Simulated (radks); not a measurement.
Spherical quantum dot in the effective-mass picture: electrons in a well V = -V0 / (1 + exp((r - R)/a)) with V0 = 2.33, R = 9.7, a = 0.6, with a point charge +2 (a donor) at the centre, all in effective atomic units (hartree* = m*/eps^2 hartree, bohr* = eps/m* bohr), one dielectric constant everywhere. Method: non-relativistic Kohn-Sham, LDA (Slater exchange, Perdew-Wang correlation), spin-polarised, spherical densities; computed with a radial shooting solver with Libxc functionals. Levels are named by radial order and angular momentum (1s, 1p, 1d, 2s, ...), and open shells are averaged over m.

N = 13, configuration 1s2 1p6 1d(up 3, down 0) 2s2. This is the lowest configuration that the search found. Occupied and some empty levels:

level    occupation  eigenvalue (hartree*)  <r> (bohr*)
1s down           1                -1.1892       0.9745
1s up             1                -1.1892       0.9756
2s up             1               -0.86806        6.576
2s down           1               -0.85179        6.556
1p up             3               -0.84306        6.679
1p down           3               -0.82663        6.664
1d up             3               -0.79351        6.884
1d down           0               -0.77675        6.881
1f up             0               -0.72540        7.066
1f down           0               -0.70854        7.071
1g up             0               -0.64052        7.234
1g down           0               -0.62375        7.243
2p up             0               -0.56976        5.074
2p down           0               -0.56116        5.040

Energy (hartree*): total -24.3942, kinetic 4.0554, external -39.516, Hartree 13.711, exchange-correlation -2.6454.

Electron density:

r (bohr*)  n(r) (e/bohr*^3)
0.252                 1.312
0.886                0.1409
1.52                0.01997
2.15               0.003688
2.79               0.001412
3.42               0.001498
4.05               0.002233
4.69               0.003325
5.32               0.004601
5.95               0.005706
6.59               0.006090
7.22               0.005293
7.85               0.003479
8.49               0.001579
9.12              0.0004512
9.75             0.00007926
10.4              9.293e-06
11.0              8.996e-07
11.7              8.007e-08
12.3              6.847e-09
